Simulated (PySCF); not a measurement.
Computed properties of Cd(I)(OMe) (CH3CdIO), SMILES C[O][Cd][I]

Cd(I)(OMe) (CH₃CdIO), SMILES [I][Cd][O]C. Geometry optimised at r2SCAN-D4/def2-SVP. The structure was generated by enumeration; whether it is a known compound was not checked. The def2 effective core potentials stand for the cores of Cd, I; spin–orbit coupling is left out. One conformer was computed; it need not be the lowest. All values are computed for the isolated molecule unless a solvent is named; none is compared with measurement here.

**Structure.** The optimised structure has Cs symmetry. All 15 harmonic modes at r2SCAN-D4/def2-SVP (PySCF) are real, so it is a minimum. With heavy atoms numbered as in [Cd:1]([I:2])[O:3][CH3:4], the shortest bond between them is O3–C4 at 1.402 Å and the longest Cd1–I2 at 2.583 Å.

**Vibrations.** The strongest infrared lines (harmonic, unscaled, degenerate partners summed) lie at 1110 cm⁻¹ (235 km/mol, O 51 %, C 45 %), 2940 cm⁻¹ (179 km/mol, H 97 %), 3005 cm⁻¹ (71 km/mol, H 90 %, C 10 %). The softest mode is at 59 cm⁻¹ and the zero-point energy is 25.9 kcal/mol.

**Electronic structure.** CAM-B3LYP/def2-TZVP (PySCF) places the frontier levels at -8.73 and -1.10 eV, a gap of 7.63 eV, and gives a dipole moment of 1.12 D and a mean polarisability of 78.4 bohr³. PBE/def2-TZVP (PySCF) at the same geometry gives -5.90 and -2.82 eV, so its gap is 4.55 eV narrower. An orbital gap is neither the optical nor the fundamental gap.

**Excitations.** TDA-CAM-B3LYP/def2-SVPD (PySCF) has S1 at 4.24 eV (292 nm, f = 0.000, dark); the most intense of the 10 singlets computed lies at 5.16 eV (f = 0.14). T1 (TDA) is at 3.87 eV, 0.37 eV under S1. TDA-PBE/def2-SVPD (PySCF) puts S1 at 3.25 eV. No vertical singlet excitation falls in the visible range (under 3.1 eV).
